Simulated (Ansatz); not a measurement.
Start from `C[S][In]([CH3])[F]` and change one atom or group to get `[CH3][In]([F])[TeH]`.

Ansatz, PBE0-D4/def2-TZVP geometries, multiplicity 1. Each molecule was computed in one conformer, which needn't be the lowest.

Elements past krypton have def2 core potentials.  Spin–orbit coupling is left out; it splits and shifts lone-pair levels of the heavy atoms by tenths of an eV.

```
                             property  `C[S][In]([CH3])[F]`
HOMO–LUMO gap (B3LYP/def2-TZVPP) / eV                  5.43
   HOMO energy (PBE0/def2-TZVPP) / eV                 -7.09
  HOMO energy (B3LYP/def2-TZVPP) / eV                 -6.87
   LUMO energy (PBE0/def2-TZVPP) / eV                 -1.12
    LUMO energy (PBE/def2-TZVPP) / eV                 -1.97
LUMO energy (ωB97M-V/def2-TZVPP) / eV                  0.38
```

Problem. Give the same properties after the change, and the shifts. (An estimate is asked.)

Solution. The calculation gave: 
```json
{"property": "HOMO–LUMO gap (B3LYP/def2-TZVPP) / eV", "`[CH3][In]([F])[TeH]`": "4.90", "shift": "-0.53"}
{"property": "HOMO energy (PBE0/def2-TZVPP) / eV", "`[CH3][In]([F])[TeH]`": "-6.84", "shift": "0.25"}
{"property": "HOMO energy (B3LYP/def2-TZVPP) / eV", "`[CH3][In]([F])[TeH]`": "-6.63", "shift": "0.24"}
{"property": "LUMO energy (PBE0/def2-TZVPP) / eV", "`[CH3][In]([F])[TeH]`": "-1.44", "shift": "-0.32"}
{"property": "LUMO energy (PBE/def2-TZVPP) / eV", "`[CH3][In]([F])[TeH]`": "-2.24", "shift": "-0.27"}
{"property": "LUMO energy (ωB97M-V/def2-TZVPP) / eV", "`[CH3][In]([F])[TeH]`": "0.25", "shift": "-0.13"}
```

With PBE0 the HOMO rises by 0.25 eV and the LUMO falls by 0.32 eV, so the gap narrows by about 0.57 eV. PBE moves the HOMO by 0.08 eV and ωB97M-V by 0.39 eV.

Positive LUMOs are unbound, so they and the gaps depend on the basis.

B3LYP here is the variant with VWN-RPA as its local correlation; programs differ in this.
